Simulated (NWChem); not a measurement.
System: CdH₂; SMILES [CdH2]

The following NWChem deck was run.

```
start job
memory heap 200 mb stack 900 mb global 1100 mb
geometry units angstroms noautosym nocenter noautoz
  Cd     0.000000     0.000000     0.000000
  H      0.000000     0.000000    -1.679845
  H      0.000000     0.000000     1.679845
end
basis spherical
  * library def2-svpd
end
ecp
  Cd library def2-ecp
end
dft
  xc b3lyp
  iterations 150
end
tddft
  cis
  nroots 6
  notriplet
end
task tddft energy
```

All runs use the structure optimised with PBE0/def2-SVP. Not confirmed as a minimum by frequencies. def2 effective core potentials on Cd; no spin-orbit coupling.

Vertical excitations in the gas phase.

Question: Predict the main results of this run. (B3LYP/def2-SVPD with def2 effective core potentials on Cd, TDA.) Quantities: lowest excitation, singlet (eV); oscillator strength of that lowest state; lowest state with f > 0.02, singlet (eV); oscillator strength of that bright state; orbital gap (eV).

Answer: 
```yaml
lowest excitation, singlet (eV): 5.59
oscillator_strength_of_that_lowest_state: 0.000
lowest state with f > 0.02, singlet (eV): 7.77
oscillator_strength_of_that_bright_state: 0.450
orbital gap (eV): 6.60
```
